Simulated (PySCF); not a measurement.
**`O=C(O)CC[C@H](Cl)Br`, C₄H₆BrClO₂**

Cartesian coordinates in Å; atom numbers follow the order of the lines, from 1:
```xyz
14

O     1.217    0.553    1.423
C     1.480    0.288    0.281
O     2.728    0.076   -0.145
C     0.484    0.145   -0.845
C    -0.951    0.437   -0.410
C    -1.464   -0.579    0.594
Cl   -1.478   -2.224   -0.093
Br   -3.273   -0.088    1.149
H     3.362    0.165    0.585
H     0.782    0.830   -1.641
H     0.570   -0.869   -1.241
H    -0.995    1.422    0.061
H    -1.600    0.442   -1.288
H    -0.862   -0.599    1.502
```

Level of theory: PySCF, GIAO B3LYP/pcSseg-1 magnetisability, rotational g tensor and spin-rotation constants, non-relativistic, gas phase. Geometry: GFN2-xTB.

The calculation is non-relativistic, which matters for the atoms heavier than Zn.

Problem. How diamagnetic is it, and how anisotropic?

Solution. Isotropic -1603 × 10⁻³⁰ J/T², or -96.5 × 10⁻⁶ cm³/mol; principal values -1694, -1655, -1460 × 10⁻³⁰ J/T², anisotropy 217 × 10⁻³⁰ J/T² (root of half the summed squared differences of the principal values). The susceptibility is in cgs units.

Problem. Split it along the inertial axes a, b, c into diamagnetic and paramagnetic parts about the centre of mass, with the quadrupole moment.

Solution. 
```
axis  χ (10⁻⁶ cm³/mol)  diamagnetic (10⁻⁶ cm³/mol)  paramagnetic (10⁻⁶ cm³/mol)  summed x² of all electrons (Å²)  quadrupole Θ (D Å)
   a             -99.8                      -649.9                        550.2                            442.5               +8.40
   b             -99.9                     -2076.1                       1976.2                            106.4               -8.12
   c             -90.0                     -2328.6                       2238.7                             46.8               -0.28
```
Anisotropies 2χaa − χbb − χcc = -9.6 and 2χbb − χaa − χcc = -10.0 × 10⁻⁶ cm³/mol. Θ is traceless in Buckingham's convention.

Problem. And the rotational g tensor?

Solution. 
| axis | rotational constant (GHz) | g | nuclear part | electronic part |
| --- | --- | --- | --- | --- |
| a | 2.1003 | -0.0200 | 0.5229 | -0.5429 |
| b | 0.5481 | -0.0027 | 0.5062 | -0.5089 |
| c | 0.4800 | -0.0056 | 0.4993 | -0.5049 |

Asymmetric top; isotopes 79Br, 12C, 35Cl, 1H, 16O; no vibrational averaging.
